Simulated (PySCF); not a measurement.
WH₅ (doublet). Computed with UPBE0 in PySCF with W def2-TZVP with ECP60, H def2-TZVP; scalar-relativistic core potentials, no spin–orbit coupling; density-fitted integrals.

Harmonic bands of its minimum:

```tsv
ω (cm⁻¹)	IR (km/mol)
380	1.1
553	86.7
758	36.4
823	40.2
911	3.5
919	30.0
1008	57.6
1968	253
1999	139
2015	99.5
2068	140
2085	65.8
```

The central atom is W. Infer the point group and assign the bands.

Cs. The modes span 5a'' + 7a': 380 a'', 553 a', 758 a', 823 a'', 911 a', 919 a'', 1008 a', 1968 a', 1999 a'', 2015 a', 2068 a'', 2085 a'. The computed geometry has W–H 1.671 Å (×2), W–H 1.697 Å (×2), W–H 1.723 Å; H–W–H 60.3°, H–W–H 71.0° (×2), H–W–H 112.5°, H–W–H 114.9° (×2), H–W–H 115.5° (×2), H–W–H 120.6° (×2).

This need not be the most stable arrangement of these atoms. Other spin states or occupations of the open shell can lie lower. No spin–orbit coupling is included, which matters more the heavier the element.
